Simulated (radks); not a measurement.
The numbers below are computed, except where a source is named.
Q: Ionisation of the strontium ion Sr+, [Kr] 5s1, to [Kr] as the strength of local exchange is varied. Code: a radial shooting solver on a logarithmic mesh with Libxc functionals. Model: Dirac Kohn-Sham, Slater X-alpha exchange (alpha = 2/3 is LDA exchange), no correlation, spin-unpolarised, spherical densities, finite nucleus; Fermi nuclear charge, rms radius 4.224 fm.

alpha  E(Sr+) (hartree)  exchange (hartree)  IE (eV)  -e of the level emptied (eV)  <r> of it (bohr)
0.569       -3158.16191           -83.05200    9.829                 7.213 (5s1/2)             4.043
0.667       -3172.49638           -97.76814   10.328                 7.713 (5s1/2)             3.938
0.789       -3190.42588          -116.25695   10.967                 8.358 (5s1/2)             3.815
0.97        -3217.19880          -144.03140   11.947                 9.360 (5s1/2)             3.648
1.033       -3226.56590          -153.79517   12.297                 9.721 (5s1/2)             3.594
?           -3213.78529          -140.47925   11.820                 9.230 (5s1/2)             3.668

Which alpha was used in the last row?

A: alpha = 0.947. NIST Atomic Spectra Database: 11.030 eV (measured). The Delta-SCF value meets it near alpha = 0.80. Spin polarisation and multiplet splitting are left out, so open shells lie too high by an amount that depends on their filling.

Beside tabulated values, note that spin-unpolarised runs miss the spin-polarisation part of the exchange energy of open shells.
